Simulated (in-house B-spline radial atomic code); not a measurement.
Results of a calculation; reference values are marked as such.
**Correlation energy from the adiabatic connection: −Z/r, Z = 6.11, wall at 3.08 bohr**

Two electrons in a singlet, external potential −Z/r, Z = 6.11, wall at 3.08 bohr (atomic units). Full CI in B-splines (partial waves to l = 8, correlation up to 0.6 % small) with the density held fixed gives W(λ) = <V_ee>_λ − U, and E_c is the integral of W(λ) − W(0) from 0 to 1.

```
   λ  W(λ) − W(0) (hartree)
   0                0.00000
0.02               -0.00187
0.05               -0.00466
0.12               -0.01114
0.25               -0.02302
 0.4               -0.03649
 0.6               -0.05406
 0.8               -0.07120
   1               -0.08793
```

Q: Integrate the table by the trapezoid rule.

A: The strips give -0.00002, -0.00010, -0.00055, -0.00222, -0.00446, -0.00905, -0.01253, -0.01591, which sum to -0.04485 hartree. The direct value, W(1) − W(0) + T_c with T_c = 0.04306, is -0.04488; the curve is convex, so chords lie above it and the trapezoids fall short in size by 0.06 %.

Q: Now use only three numbers: W(0) = -3.5959, the initial slope W'(0) = -0.09353 (extrapolated from the first points) and the strong-coupling limit of the point-charge-plus-continuum model, W∞ = -5.1072. What do second-order theory and the interpolation W(λ) = W∞ + (W(0) − W∞)/√(1 + 2χλ) of Seidl, Perdew and Levy give?

A: Second order keeps the slope alone: E_c = W'(0)/2 = -0.04677, +4 % in size against -0.04488. Matching the slope fixes χ = W'(0)/(W∞ − W(0)) = -0.09353/(-1.51130) = 0.06189. Integrating, with s = √(1 + 2χ) = 1.060082, E_c = −(W(0) − W∞)(s − 1)/(s + 1) = −1.51130 × 0.060082/2.060082 = -0.04408 hartree, -1.8 % in size against the full result. At λ = 1 the formula gives W − W(0) = -0.08566 against -0.08793. Part of the miss can come from the model's W∞.
